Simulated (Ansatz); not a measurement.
`[C]#C[SiH](C)Cl` radical, relaxed with UKS PBE-D4/def2-SVP in Ansatz 0.2.0 from a rough embedded geometry. The force threshold is 0.03 eV/Å; the program also tests the step.

The species carries charge 0 and has multiplicity 2.

Start:

```xyz
9

C     2.045   -2.642    0.841
C     0.914   -1.636    0.282
Si   -0.388   -0.418   -0.369
C    -0.020    1.230    0.122
Cl   -2.234   -0.986    0.324
H    -0.455   -0.516   -1.875
H     0.943    1.622   -0.248
H    -0.804    1.940   -0.263
H    -0.002    1.406    1.185
```

| step | energy (eV) | largest force (eV/Å) | largest move (Å) |
| --- | --- | --- | --- |
| 1 | -23548.8024 | 6.501 | 0.000 |
| 2 | -23550.5529 | 3.989 | 0.196 |
| 3 | -23550.8635 | 6.382 | 0.190 |
| 4 | -23551.1250 | 1.735 | 0.082 |
| 5 | -23551.1698 | 0.335 | 0.036 |
| 6 | -23551.1725 | 0.064 | 0.028 |
| 7 | -23551.1729 | 0.041 | 0.010 |
| 8 | -23551.1734 | 0.043 | 0.022 |
| 9 | -23551.1738 | 0.052 | 0.047 |
| 10 | -23551.1740 | 0.006 | 0.011 |

End:

```xyz
9

C     1.850   -2.259    0.754
C     0.871   -1.666    0.271
Si   -0.375   -0.486   -0.398
C     0.015    1.261    0.146
Cl   -2.237   -1.066    0.343
H    -0.417   -0.639   -1.889
H     1.009    1.563   -0.240
H    -0.748    1.967   -0.240
H     0.032    1.325    1.252
```

Run time 29 s (4 threads of an Arm Neoverse V2 on a shared host); peak host memory 0.22 GiB.
